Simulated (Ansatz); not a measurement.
The first iterations of a band of CH6LiOSi (10 atoms, charge 1, multiplicity 1).

The calculation used Ansatz 0.2.0, RKS PBE0/def2-SVP.

```yaml
movable_images: 7
climbing_image: yes
spring: 5.0 eV/Å²
optimiser: quadratic models (default)
start_path: IDPP
force_threshold: 0.05 eV/Å
iteration_limit: 31
end_points: relaxed
```

Image 0:

```xyz
10
Properties=species:S:1:pos:R:3
Li -0.906 -2.067 -1.177
O -0.197 -0.445 -1.495
Si 0.315 0.720 -0.287
C -0.055 -0.129 1.324
H -0.060 -0.127 -2.399
H -0.493 1.944 -0.517
H 1.762 0.956 -0.520
H 0.525 -1.057 1.459
H -1.130 -0.332 1.461
H 0.239 0.538 2.151
```

Image 8:

```xyz
10
Properties=species:S:1:pos:R:3
Li 0.975 -1.265 -2.645
O -0.190 -0.572 -1.462
Si 0.248 0.593 -0.223
C -0.229 -0.038 1.448
H -1.137 -0.771 -1.485
H -0.409 1.871 -0.602
H 1.718 0.643 -0.467
H 0.234 -1.011 1.670
H -1.321 -0.131 1.550
H 0.110 0.681 2.214
```

| iteration | highest image above the first end (eV) | largest band force component (eV/Å) |
| --- | --- | --- |
| 1 | 0.087 | 0.480 |
| 2 | 0.041 | 0.288 |

Does the band converge within its limit, and where does its top end?

The run converged. It ended after 6 iterations with the highest image 0.027 eV above the first end. A vibrational analysis at the climbing image gives one clearly imaginary mode, 77i cm⁻¹: a first-order saddle point. Limits of this set-up: the dipole of an ion depends on the origin.

Time of the run: 4.5 min on 1 thread of Intel(R) Xeon(R) Platinum 8259CL CPU @ 2.50GHz (Skylake/Cascade Lake), with other jobs on the host, peak memory 0.2 GiB.
